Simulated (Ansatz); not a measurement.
`N[Si]O` + HBr → `O[Si]Br` + NH₃ at 298.15 K and 1 bar (ligand exchange at the Si–N bond).

Computed with Ansatz on PBE0-D4/def2-TZVP structures; ΔE is electronic, products minus reactants. CCSD(T)/CBS adds triple-zeta CCSD(T) − MP2 to the extrapolated MP2 energy (def2 sets, frozen cores). This one scheme is used for every species. For Br outer-core shells are correlated without core-valence functions, which leaves a few kJ/mol of doubt a bond. Scalar relativity is left out up to krypton. Each species was taken in one conformer, which may not be the lowest.

```csv
species,CCSD(T)/CBS energy (Eh),H − E (kJ/mol),S (J/(mol·K))
`N[Si]O`,-420.80918,118.8,276.4
HBr,-2573.91920,24.6,198.6
`O[Si]Br`,-2938.23569,52.8,291.2
NH₃,-56.50880,100.5,192.4
```

H − E and S are ideal-gas, rigid-rotor, harmonic terms from PBE0-D4/def2-TZVP, for one conformer and one mirror image of each species. 1 Eh = 2625.50 kJ/mol, R = 8.31446 J/(mol·K).

Problem. By hand: ΔE, ΔH, ΔS and ΔG.

Solution. ΔE = (-2938.23569) + (-56.50880) − (-420.80918) − (-2573.91920) = -0.01611 Eh = -42.3 kJ/mol. Δ(H − E) = 52.8 + 100.5 − 118.8 − 24.6 = 9.9, so ΔH = -32.4 kJ/mol. ΔS = 291.2 + 192.4 − 276.4 − 198.6 = 8.6 J/(mol·K). ΔG = -32.4 − 298.15 × (8.6)/1000 = -35.0 kJ/mol.

Problem. By hand: the equilibrium constant, and the temperature at which ΔG would vanish if ΔH and ΔS stayed fixed.

Solution. log₁₀ K = −ΔG/(RT ln 10) = 6.1. ΔH and −TΔS have one sign here, so there is no such temperature.

The number of gas molecules stays the same, so ΔS is small and ΔH decides. A doubt of 5 kJ/mol in ΔE shifts log₁₀ K by 0.9 here. Other conformers and mirror images would add mixing entropy, several J/(mol·K) or more a flexible species. These are equilibria of isolated gas molecules and say nothing of rates. Largest T1 diagnostic: 0.014 (customary marks: 0.02 for closed shells, 0.045 for open ones).

ΔS is within the doubt of such terms, so its sign, and with it that verdict, could turn.
